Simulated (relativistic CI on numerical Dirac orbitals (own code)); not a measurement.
**Ar⁹⁺: computed level list**

Calculated at this level of theory: Dirac-Coulomb-Breit CI, separate exchange-only KLI orbitals for each configuration, QED by a radiative potential, valence Slater integrals scaled by 0.9, P86 correlation estimate, and configurations built on the next ion tied to the tabulated ionisation energy (semi-empirical) (own radial code, finite nucleus).

Configurations in the expansion (outside the closed core 1s2): 2s²2p⁵, 2s²2p⁴3s, 2s²2p⁴3p, 2s²2p⁴3d, 2s²2p⁴4s, 2s2p⁶, 2p⁶3s, 2p⁶3p, 2p⁶3d, 2s2p⁵3s, 2s2p⁵3p, 2s2p⁵3d, 2s²2p⁴4p, 2s²2p⁴4d, 2s²2p⁴4f, 2s²2p³3s², 2s²2p³3s3p, 2s2p⁵4s, 2s2p⁵4p, 2s²2p³3p², 2s²2p³3s3d, 2s2p⁵4d, 2s2p⁵4f, 2s²2p³3p3d. Levels of other configurations are missing.

```
No.  Configuration  Term    J  E (10³ cm⁻¹)   %  Next component (%)  Lifetime (s)         jj configuration (%)
 41       2s²2p⁴3d    ⁴P  3/2        2599.8  77               15 ⁴F      1.04e-11     2p1/2 2p3/2^3 3d3/2 (43)
 42       2s²2p⁴3d    ⁴F  3/2        2601.6  81               13 ⁴P      7.89e-11           2p3/2^2 3d3/2 (35)
 43       2s²2p⁴3d    ²F  7/2        2601.7  65               29 ⁴F      2.28e-10     2p1/2 2p3/2^3 3d5/2 (72)
 44       2s²2p⁴3d    ⁴P  5/2        2604.9  74                8 ²D      9.43e-12           2p3/2^2 3d5/2 (48)
 45       2s²2p⁴3d    ²P  1/2        2605.8  94                5 ⁴D      4.70e-12           2p3/2^2 3d5/2 (57)
 46       2s²2p⁴3d    ²F  5/2        2609.0  69               16 ⁴P      1.10e-11     2p1/2 2p3/2^3 3d5/2 (81)
 47       2s²2p⁴3d    ²D  3/2        2611.1  67               26 ²P      1.34e-12           2p3/2^2 3d5/2 (29)
 48       2s²2p⁴3d    ²P  3/2        2619.8  72               26 ²D      2.75e-12     2p1/2 2p3/2^3 3d5/2 (63)
 49       2s²2p⁴3d    ²D  5/2        2621.6  81               15 ²F      9.08e-13     2p1/2 2p3/2^3 3d3/2 (36)
 50       2s²2p⁴3d    ²G  7/2        2648.1  97                2 ²F      2.35e-10     2p1/2 2p3/2^3 3d3/2 (75)
 51       2s²2p⁴3d    ²G  9/2        2648.3  98                2 ⁴F      2.45e-10     2p1/2 2p3/2^3 3d5/2 (79)
 52       2s²2p⁴3d    ²S  1/2        2662.5  95                3 ²P      4.21e-13     2p1/2 2p3/2^3 3d3/2 (45)
 53       2s²2p⁴3d    ²F  5/2        2665.0  90                9 ²D      1.16e-11     2p1/2 2p3/2^3 3d3/2 (36)
 54       2s²2p⁴3d    ²F  7/2        2666.4  99                          2.05e-10     2p1/2 2p3/2^3 3d5/2 (73)
 55       2s²2p⁴3d    ²P  3/2        2672.9  96                2 ²D      3.42e-13     2p1/2 2p3/2^3 3d3/2 (39)
 56       2s²2p⁴3d    ²D  5/2        2674.3  90                8 ²F      4.54e-13     2p1/2 2p3/2^3 3d3/2 (49)
 57       2s²2p⁴3d    ²P  1/2        2679.2  97                2 ²S      3.27e-13     2p1/2 2p3/2^3 3d5/2 (61)
 58       2s²2p⁴3d    ²D  3/2        2680.3  98                1 ²P      4.32e-13     2p1/2 2p3/2^3 3d5/2 (45)
 59       2s²2p⁴3d    ²D  5/2        2727.4  96          2 2p⁶3d ²D      2.66e-12           2p3/2^2 3d5/2 (52)
 60       2s²2p⁴3d    ²D  3/2        2730.1  95          2 2p⁶3d ²D      1.18e-12           2p3/2^4 3d3/2 (52)
 61       2s2p⁵3s‡   ⁴P°  5/2        2805.4  99      1 2s²2p⁴3p ⁴P°      2.98e-11           2s 2p3/2^3 3s (99)
 62       2s2p⁵3s‡   ⁴P°  3/2        2814.6  95               3 ²P°      2.36e-11           2s 2p3/2^3 3s (57)
 63       2s2p⁵3s‡   ⁴P°  1/2        2821.8  97               1 ²P°      2.61e-11     2s 2p1/2 2p3/2^4 3s (82)
 64       2s2p⁵3s‡   ²P°  3/2        2841.9  95               3 ⁴P°      4.72e-12           2s 2p3/2^3 3s (78)
 65       2s2p⁵3s‡   ²P°  1/2        2853.0  97               1 ⁴P°      4.19e-12     2s 2p1/2 2p3/2^4 3s (75)
 66       2s2p⁵3p‡    ⁴S  3/2        2929.4  95                4 ⁴P      2.92e-11        2s 2p3/2^3 3p1/2 (44)
 67       2s2p⁵3p‡    ⁴D  7/2        2947.3  99       1 2s²2p⁴3d ⁴D      3.40e-11        2s 2p3/2^3 3p3/2 (99)
 68       2s2p⁵3p‡    ⁴D  5/2        2949.0  78               13 ⁴P      1.57e-11        2s 2p3/2^3 3p1/2 (78)
 69       2s2p⁵3p‡    ⁴D  3/2        2953.9  78               12 ⁴P      1.46e-11        2s 2p3/2^3 3p1/2 (50)
 70       2s2p⁵3p‡    ⁴D  1/2        2958.6  87               10 ⁴P      2.38e-11  2s 2p1/2 2p3/2^4 3p1/2 (58)
 71       2s2p⁵3p‡    ⁴P  5/2        2960.9  59               35 ²D      5.24e-12        2s 2p3/2^3 3p3/2 (90)
 72       2s2p⁵3p‡    ⁴P  3/2        2967.1  45               33 ²P      4.36e-12        2s 2p3/2^3 3p1/2 (33)
 73       2s2p⁵3p‡    ²D  5/2        2968.2  57               22 ⁴P      3.16e-12  2s 2p1/2 2p3/2^4 3p3/2 (48)
 74       2s2p⁵3p‡    ⁴P  1/2        2968.7  82               12 ⁴D      1.96e-11  2s 2p1/2 2p3/2^4 3p1/2 (50)
 75       2s2p⁵3p‡    ²P  3/2        2970.4  41               29 ²D      2.45e-12        2s 2p3/2^3 3p3/2 (61)
 76       2s2p⁵3p‡    ²P  1/2        2976.5  90                4 ²S      1.74e-12        2s 2p3/2^3 3p3/2 (50)
 77       2s2p⁵3p‡    ²D  3/2        2979.2  66               21 ²P      2.27e-12  2s 2p1/2 2p3/2^4 3p3/2 (75)
 78       2s2p⁵3s‡   ²P°  3/2        3005.0  97      2 2s²2p⁴4p ²P°      4.84e-12           2s 2p3/2^3 3s (62)
 79       2s2p⁵3s‡   ²P°  1/2        3005.7  97      2 2s²2p⁴4p ²P°      5.45e-12           2s 2p3/2^3 3s (56)
 80       2s2p⁵3p‡    ²S  1/2        3011.1  95                4 ²P      1.37e-12        2s 2p3/2^3 3p3/2 (35)
 81       2s²2p⁴4s    ⁴P  5/2        3034.0  94        4 2s2p⁵3p ⁴P      2.26e-11              2p3/2^2 4s (75)
 82       2s²2p⁴4s    ²P  3/2        3037.7  67               28 ⁴P      9.55e-12              2p3/2^2 4s (76)
 83       2s²2p⁴4s    ⁴P  3/2        3049.2  68               29 ²P      1.44e-11        2p1/2 2p3/2^3 4s (95)
 84       2s²2p⁴4s    ⁴P  1/2        3049.9  82               14 ²P      1.74e-11        2p1/2 2p3/2^3 4s (69)
 85       2s²2p⁴4s    ²P  1/2        3055.2  84               13 ⁴P      8.22e-12              2p3/2^4 4s (37)
```

Energies count from the lowest computed level; ° marks odd parity; lifetimes are radiative, by E1, M1, E2, M2, E3 decay to levels of this space only. Filled j subshells are mostly left out of the jj labels. ‡ marks configurations that were not tied to measured data.

The mean weight of the leading LS term, summed over parents, in these 45 levels is 84 %, and that of the leading jj configuration (from the same eigenvectors) 60 %, so LS coupling describes them better.

Configurations that consist of the next ion and one excited electron were tied to the tabulated ionisation energy; Rydberg ones are usually within 1,000 to 3,000 cm⁻¹ and the lowest ones within about 6,000 (9,000 in d shells), while levels on excited terms of the next ion carry the error of that term, and the other configurations can be misplaced by 10,000 cm⁻¹ or more. Rates follow the energies as ν³ (E1, M1) or ν⁵ (E2), so rates, branching and lifetimes can be off by large factors.

LS names give the leading component of a level, which can be under half, so a name can repeat, a term be missing and a line seem to break the LS rules.
